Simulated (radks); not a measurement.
Ho2+, 65 electrons, occupied as [Xe] 4f9 6s2 (not the ground configuration). Calculated with a radial shooting solver on a logarithmic mesh with Libxc functionals: scalar-relativistic Kohn-Sham, r2SCAN, spin-polarised, spherical densities, finite nucleus; open shells are filled with parallel spins first (spin-orbit coupling, left out, can overturn this in heavy ions); meta-GGA in the generalised Kohn-Sham scheme; Fermi nuclear charge, rms radius 5.2022 fm. Some entries of the table are withheld. Estimate them.

orbital,occ.,eigenvalue (eV),<r^2> (bohr^2),<1/r> (bohr^-1)
1s up,1,-55602.49,0.0005884,76.04
1s down,1,-55602.48,0.0005884,76.04
2s up,1,-9353.056,0.009168,17.70
2s down,1,-9353.050,0.009168,17.70
2p up,3,-8286.757,0.007445,16.38
2p down,3,-8286.739,0.007444,16.38
3s up,1,-2128.051,0.06028,6.529
3s down,1,-2125.113,0.06018,6.535
3p up,3,-1800.564,0.06068,6.102
3p down,3,-1797.624,0.06056,6.109
3d up,5,-1384.396,0.05083,5.777
3d down,5,-1382.131,0.05068,5.783
4s up,1,-456.4976,0.3025,2.752
4s down,1,-450.1895,0.3026,2.750
4p up,3,-347.8639,0.3415,2.525
4p down,3,-341.5977,0.3419,2.523
4d up,5,-200.4370,0.4057,2.236
4d down,5,-194.1979,0.4078,2.231
5s up,1,-81.1907,1.679,1.087
5s down,1,-78.5956,1.733,1.064
5p up,3,-53.6508,2.236,0.9312
5p down,3,-51.8754,2.316,0.9103
4f up,7,-39.0818,0.6893,(1)
4f down,2,-33.3477,0.7483,(2)
5d up,0,-20.8493,(3),(4)
5d down,0,-20.0722,(5),(6)
6s up,1,-18.9797,10.32,0.4150
6s down,1,-18.5853,10.69,0.4074
6p up,0,-13.2503,14.10,0.3536
6p down,0,-13.0264,14.61,0.3469

Answer. 
(1) 4f up <1/r> (bohr^-1): 1.728
(2) 4f down <1/r> (bohr^-1): 1.695
(3) 5d up <r^2> (bohr^2): 4.748
(4) 5d up <1/r> (bohr^-1): 0.6406
(5) 5d down <r^2> (bohr^2): 5.014
(6) 5d down <1/r> (bohr^-1): 0.6216
